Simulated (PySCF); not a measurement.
These 3 structures share the formula H6OSeSi2. Level of theory: PBE0-D3(BJ)/def2-SVP geometry optimisation, gas phase in PySCF. Energies are electronic, without zero-point or thermal terms, for one conformer each. No frequencies were run at this level. Point groups hold within 0.08 Å.

Problem. Order them by energy at this level, lowest first, and give relative energies in kJ/mol.
A. `[SiH3:1][O:2][SiH2:3][SeH:4]` with Si1–O2–Si3–Se4 27°, O2–Si3–Se4–H 68°
B. `[OH:1][SiH2:2][Se:3][SiH3:4]` with H–O1–Si2–Se3 -53°, O1–Si2–Se3–Si4 97°
C. `[OH:1][SiH2:2][SiH2:3][SeH:4]` with H–O1–Si2–Si3 -179°, O1–Si2–Si3–Se4 -178°, Si2–Si3–Se4–H 57°

Solution. A (0.0), B (28.5), C (96.5).

As drawn, the highest has an O–H bond and an Si–Si bond, which the lowest lacks.

```tsv
SMILES	E (Eh)	E rel (kJ/mol)	dipole (D)	point group	A, B, C (MHz)
[SiH3]O[SiH2][SeH]	-3058.32253	0.0	0.58	C1	5010, 1184, 990.3
O[SiH2][Se][SiH3]	-3058.31169	28.5	1.70	C1	3845, 1648, 1313
O[SiH2][SiH2][SeH]	-3058.28576	96.5	2.07	–	8292, 893.2, 825.9
```

Problem. As an exercise, what shares would exp(−E/RT) give at 2000 K from these electronic energies alone (no entropy, no degeneracies)?

Solution. RT = 16.629 kJ/mol: [SiH3]O[SiH2][SeH] 84.5 %, O[SiH2][Se][SiH3] 15.3 %, O[SiH2][SiH2][SeH] 0.3 %.
